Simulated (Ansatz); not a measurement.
Compare A (`F[SiH2]C1C[SiH2]1`) with its isomer B (`C=C[SiH2][SiH2]F`).

Calculated with Ansatz (gas phase, PBE0-D4/def2-TZVP geometries, no zero-point term in ΔE). CCSD(T)/CBS is the MP2 limit (def2-TZVPP, def2-QZVPP) plus CCSD(T) − MP2 in def2-TZVPP, frozen cores. DFT in def2-TZVPP. B3LYP here is the variant with VWN-RPA as its local correlation; programs differ in this. One conformer a species, not always the lowest.

(1) Which isomer does CCSD(T)/CBS put lower? Give the gap. (Best estimate.)

(2) Give E(B) − E(A) in kcal/mol with CCSD/def2-TZVPP, B3LYP, PBE0-D4, r2SCAN-D4, B2PLYP, CCSD(T)/def2-TZVPP, MP2/def2-TZVPP. (Best estimate.)

Largest T1 diagnostic: 0.012.

Results:

(1) Ansatz gave: B, by 0.1 kcal/mol. So small a gap doesn't settle the order.

(2) Computed: CCSD/def2-TZVPP -0.8, B3LYP -3.8, PBE0-D4 1.5, r2SCAN-D4 1.6, B2PLYP -1.4, CCSD(T)/def2-TZVPP -0.4, MP2/def2-TZVPP 4.0. The order is the other way round with PBE0-D4, r2SCAN-D4, MP2/def2-TZVPP.

In def2-TZVPP, CCSD(T) changes the Hartree–Fock value by +6.5 kcal/mol (the triples alone add +0.4 kcal/mol) and MP2 by +10.9 kcal/mol. The D4 term adds +0.8 kcal/mol with B3LYP and +0.3 kcal/mol with PBE0; it sums over pairs of atoms, weighted by their polarisabilities, and B3LYP, whose exchange is more repulsive, gets the larger term.
